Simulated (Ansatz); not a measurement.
The cluster Ta₃B₃, relaxed as a singlet with RKS PBE-D4/def2-SVP in Ansatz, starting from the GFN2-xTB geometry. Force threshold 0.02 eV/Å.

In the def2 sets Ta takes a core potential; there is no spin–orbit coupling. The restricted singlet is unstable towards broken spin symmetry at other levels; at PBE-D4/def2-SVP this wasn't settled. At PBE0-D4/def2-TZVP a triplet of charge 0 lies 0.29 eV below the restricted singlet, each at its own geometry. The structure comes from a short search, and lower isomers may exist.

Start:

Cartesian coordinates in Å:
```
Ta -3.363 -0.397 2.001
Ta 2.015 0.696 -2.289
Ta -1.601 0.702 -0.930
B 1.632 -0.163 -0.221
B 0.087 -0.146 0.327
B 1.230 -0.692 1.113
```

Task: Estimate the energy that the relaxation releases and the steps that it takes.

Result: 10.30 eV, in 23 steps; 53 s on 4 threads of Arm Neoverse V2 on a shared host. No frequencies were taken in this run, so the end may be a saddle point.

Task: Does the start keep its bonding and symmetry?

Result: Bonds lost: B4–B5 (atoms count from 1). Bonds formed: Ta1–B5, Ta2–B5, Ta2–B6 (atoms count from 1).

Task: Predict the relaxed structure.

Result: 
| atom | x (Å) | y (Å) | z (Å) |
| --- | --- | --- | --- |
| Ta1 | -2.469 | -0.025 | 1.125 |
| Ta2 | 0.856 | 0.447 | -1.292 |
| Ta3 | -1.645 | 0.658 | -0.906 |
| B4 | 2.422 | -0.210 | -0.156 |
| B5 | -0.374 | -0.304 | 0.524 |
| B6 | 1.210 | -0.566 | 0.705 |
Bond lengths (bridged metal pairs left out): 5 × B–Ta 2.04 to 2.32 Å; 2 × Ta–Ta 2.30 to 2.54 Å; 2 × B–B 1.53 to 1.62 Å.
